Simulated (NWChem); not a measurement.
System: C$_{2}$H$_{5}$FOSi; SMILES C([SiH](F)O)=C

Here is an NWChem input.

```
start job
memory heap 200 mb stack 900 mb global 1100 mb
geometry units angstroms noautosym nocenter noautoz
  Si     0.007495    -0.516384    -0.426206
  O      0.770988    -1.684296     0.463836
  F     -1.556227    -0.417510    -0.022410
  C      0.718963     1.175198    -0.131395
  C     -0.026503     2.204440     0.294770
  H      0.102794    -0.986180    -1.823119
  H      0.914623    -1.485484     1.400142
  H      1.782269     1.344593    -0.313481
  H      0.388580     3.196392     0.467830
  H     -1.091442     2.093281     0.487467
end
basis spherical
  * library 6-31g*
end
dft
  xc b3lyp
  iterations 150
end
cosmo
  do_cosmo_smd true
  solvent toluene
end
task dft energy
```

Excerpt of the output:

```
             Northwest Computational Chemistry Package (NWChem) 7.3.0
             --------------------------------------------------------

                             Geometry "geometry" -> ""
                             -------------------------

 Output coordinates in angstroms (scale by  1.889725989 to convert to a.u.)

  No.       Tag          Charge          X              Y              Z
 ---- ---------------- ---------- -------------- -------------- --------------
    1 Si                  14.0000     0.00749500    -0.51638400    -0.42620600
    2 O                    8.0000     0.77098800    -1.68429600     0.46383600
    3 F                    9.0000    -1.55622700    -0.41751000    -0.02241000
    4 C                    6.0000     0.71896300     1.17519800    -0.13139500
    5 C                    6.0000    -0.02650300     2.20444000     0.29477000
    6 H                    1.0000     0.10279400    -0.98618000    -1.82311900
    7 H                    1.0000     0.91462300    -1.48548400     1.40014200
    8 H                    1.0000     1.78226900     1.34459300    -0.31348100
    9 H                    1.0000     0.38858000     3.19639200     0.46783000
   10 H                    1.0000    -1.09144200     2.09328100     0.48746700

 Effective nuclear repulsion energy (a.u.)     231.0054182962

                                 NWChem DFT Module
                                 -----------------

 Summary of "ao basis" -> "ao basis" (spherical)
 ------------------------------------------------------------------------------
       Tag                 Description            Shells   Functions and Types
 ---------------- ------------------------------  ------  ---------------------
 Si                          6-31g*                  8       18   4s3p1d
 O                           6-31g*                  6       14   3s2p1d
 F                           6-31g*                  6       14   3s2p1d
 C                           6-31g*                  6       14   3s2p1d
 H                           6-31g*                  2        2   2s

 in cosmo_initialize ...
 calling solv_data for solv:toluene

 solvent parameters
 solvname_short: toluene
 solvname_long:  toluene
 dielec:        2.3741
 dielecinf:     2.2383
 nonaqueous SMD model solvent descriptors
 dielec:        2.3741
 sola:          0.0000
 solb:          0.1400
 solc:          0.8570
 solg:         40.2000
 solh:          0.0000
 soln:          1.4961

[...]

                                COSMO-SMD solvation results
                                ---------------------------

             internal energy in gas <Psi(g)|H|Psi(g)> =      -543.856028167042
         internal energy in solvent <Psi(s)|H|Psi(s)> =      -543.855814979643
                               delta internal energy  =         0.000213187399 (    0.13 kcal/mol)
   total free energy in solvent <Psi(s)|H+V/2|Psi(s)> =      -543.860171508589
 polarization energy contribution <Psi(s)|V/2|Psi(s)> =        -0.004356528945 (   -2.73 kcal/mol)
    total free energy in solvent including G(SMD-CDS) =      -543.860917988423
                       G(SMD-CDS) energy contribution =        -0.000746479834 (   -0.47 kcal/mol)
     1 M fixed-concentration free energy of solvation =        -0.004889821381 (   -3.07 kcal/mol)

                       DFT Final Molecular Orbital Analysis
                       ------------------------------------

 Vector   22  Occ=2.000000D+00  E=-3.369692D-01
              MO Center=  5.8D-01, -1.3D+00,  3.0D-01, r^2= 1.9D+00
   Bfn.  Coefficient  Atom+Function         Bfn.  Coefficient  Atom+Function
  ----- ------------  ---------------      ----- ------------  ---------------
    21      0.536901   2 O  px               25      0.402237   2 O  px
    23     -0.161320   2 O  pz               36     -0.161325   3 F  py
    40     -0.118547   3 F  py               27     -0.116703   2 O  pz
    76     -0.106793   6 H  s                22      0.105607   2 O  py
     8      0.098503   1 Si py               11      0.095232   1 Si px

 Vector   23  Occ=2.000000D+00  E=-3.082997D-01
              MO Center=  3.9D-01,  2.7D-01, -1.6D-01, r^2= 3.8D+00
   Bfn.  Coefficient  Atom+Function         Bfn.  Coefficient  Atom+Function
  ----- ------------  ---------------      ----- ------------  ---------------
    50      0.299749   4 C  py               22      0.270260   2 O  py
     8     -0.264473   1 Si py               76      0.207985   6 H  s
    26      0.198632   2 O  py               52     -0.184921   4 C  s
    49      0.173338   4 C  px               64     -0.162169   5 C  py
    82     -0.157847   9 H  s                54      0.141636   4 C  py

 Vector   24  Occ=2.000000D+00  E=-2.830930D-01
              MO Center=  3.4D-01,  1.5D+00,  5.0D-02, r^2= 2.0D+00
   Bfn.  Coefficient  Atom+Function         Bfn.  Coefficient  Atom+Function
  ----- ------------  ---------------      ----- ------------  ---------------
    51      0.366885   4 C  pz               65      0.363581   5 C  pz
    69      0.257743   5 C  pz               55      0.253706   4 C  pz
    22     -0.119739   2 O  py               76      0.113863   6 H  s
    50     -0.099596   4 C  py               64     -0.091718   5 C  py
    26     -0.088093   2 O  py               49      0.079172   4 C  px

 Vector   25  Occ=0.000000D+00  E=-1.951080D-02
              MO Center=  2.6D-01,  1.3D+00,  8.2D-02, r^2= 3.1D+00
   Bfn.  Coefficient  Atom+Function         Bfn.  Coefficient  Atom+Function
  ----- ------------  ---------------      ----- ------------  ---------------
    69      0.543988   5 C  pz               55     -0.446682   4 C  pz
    65      0.397424   5 C  pz               51     -0.300492   4 C  pz
    24      0.264072   2 O  s                12      0.202832   1 Si py
    13     -0.197632   1 Si pz                9     -0.151512   1 Si pz
    76     -0.147176   6 H  s                54      0.142597   4 C  py

[...]
```

Level: B3LYP/6-31G* (spherical d), SMD on the gas-phase geometry. Coordinates come from a B3LYP/6-31G* (spherical d) optimisation. Solvent: toluene.
